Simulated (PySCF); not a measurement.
Geometries of 3 isomers of C7H7FO, from PySCF, PBE0-D3(BJ)/def2-SVP geometry optimisation, gas phase. One conformer each, no zero-point energy, no frequencies.

Question: Which isomer lies lowest at this level?
A.
```xyz
16
angstrom
O      2.605   -1.065   -0.448
C      1.946    0.015    0.147
C      0.445   -0.042   -0.002
C     -0.218   -1.232   -0.309
C     -1.606   -1.272   -0.436
C     -2.355   -0.112   -0.250
C     -1.717    1.089    0.061
C     -0.335    1.100    0.180
F      0.282    2.249    0.480
H      2.447   -1.020   -1.398
H      2.206   -0.015    1.219
H      2.311    0.991   -0.226
H      0.386   -2.131   -0.450
H     -2.103   -2.213   -0.678
H     -3.443   -0.135   -0.347
H     -2.271    2.017    0.211
```
B.
```xyz
16
angstrom
C      2.559    0.547    0.744
O      1.669   -0.525    0.603
C      0.358   -0.264    0.451
C     -0.490   -1.373    0.315
C     -1.856   -1.184    0.155
C     -2.411    0.097    0.125
C     -1.552    1.177    0.260
F     -2.046    2.414    0.236
C     -0.177    1.028    0.422
H      2.554    1.204   -0.144
H      2.331    1.155    1.637
H      3.560    0.112    0.857
H     -0.047   -2.370    0.341
H     -2.509   -2.054    0.051
H     -3.480    0.267    0.000
H      0.433    1.924    0.521
```
C.
```xyz
16
angstrom
C      2.163   -0.928   -0.299
O      1.105   -0.281   -0.951
C      0.050    0.026   -0.117
C      0.153    1.228    0.829
C     -0.933    1.826    0.321
C     -1.213    0.726   -0.699
C     -2.023   -0.478   -0.234
C     -0.931   -1.066    0.264
F     -0.724   -2.182    0.937
H      2.944   -1.117   -1.048
H      2.597   -0.305    0.506
H      1.852   -1.894    0.139
H      0.834    1.467    1.649
H     -1.483    2.732    0.587
H     -1.200    0.974   -1.770
H     -3.090   -0.701   -0.216
```

Answer: A. That is `OCC1=CC=CC=C1F`, 3.9 kcal/mol below the next.

```
                  SMILES                                        atoms numbered as above      E (Eh)  relative (kcal/mol)  relative (kJ/mol)  dipole (D)
             OCc1ccccc1F         [OH:1][CH2:2][c:3]1[cH:4][cH:5][cH:6][cH:7][c:8]1[F:9]  -445.20758                  0.0                0.0        1.56
           COc1cccc(F)c1        [CH3:1][O:2][c:3]1[cH:4][cH:5][cH:6][c:7]([F:8])[cH:9]1  -445.20137                  3.9               16.3        1.41
CO[C@@]12C=C[C@@H]1C=C2F  [CH3:1][O:2][C@@:3]12[CH:4]=[CH:5][C@@H:6]1[CH:7]=[C:8]2[F:9]  -445.06812                 87.5              366.2        1.04
```

As drawn, the lowest has an aromatic ring and an O–H bond, which the highest lacks; the highest has a four-membered ring and a C=C bond outside aromatic rings, which the lowest lacks.
